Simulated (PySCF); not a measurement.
PySCF 2.14 output of a UHF calculation on a single atom or ion in pcseg-2 (4s3p2d1f, 30 functions), with no relativity, point nucleus:

```
SCF conv_tol = 1e-09
number electrons alpha = 2  beta = 2
cycle= 1 E= -36.4037596728925  delta_E= -6.39e-14  |g|= 3.24e-08  |ddm|= 6.76e-07
converged SCF energy = -36.4037596728925  <S^2> = -4.4408921e-15  2S+1 = 1
```

The run itself started from symmetry-adapted Hartree-Fock orbitals and held the occupation by maximum overlap, so the iterations belong to that start.

Which element, charge and spin multiplicity is this?

C²⁺ (carbon, charge +2), multiplicity 1; the state was [He] 2s2, closed-shell 1S.
